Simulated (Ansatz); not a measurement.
This geometry of Cl2H2Sn (5 atoms, charge 0, multiplicity 1) is a first-order saddle point.

Theory: RKS LDA/def2-SVP (Ansatz 0.2.0).

```xyz
5
Properties=species:S:1:pos:R:3
Sn 0.281 0.083 -0.406
Cl 1.235 -0.037 2.000
H 1.900 -0.092 0.331
H -0.900 1.348 -0.266
Cl -1.039 -1.849 -0.613
```

Which two structures does it join? (They come from a converged band through this point; their orientation in space is the band's.)

Bonds broken: Sn1–H3.

Initial state:

```xyz
5
Properties=species:S:1:pos:R:3
Sn 0.362 0.041 0.077
Cl 0.691 -0.027 2.386
H 1.898 -0.081 -0.665
H -0.627 1.394 -0.263
Cl -0.847 -1.873 -0.490
```

Final state:

```xyz
5
Properties=species:S:1:pos:R:3
Sn 0.646 0.930 -0.654
Cl 1.241 -0.090 1.677
H 0.592 -1.147 0.725
H -0.986 1.350 -0.043
Cl -0.016 -1.590 -0.660
```

How far does it lie above each of them?

1.43 eV above the first and 1.04 eV above the second. This is the barrier of this one path; another mechanism may lie lower. The orbitals stay closed-shell, which can raise the energy where a bond breaks towards radicals; this wasn't checked here.

Time of the run: 100 s on 1 thread of Arm Neoverse V1, on a shared host, peak memory 0.13 GiB.
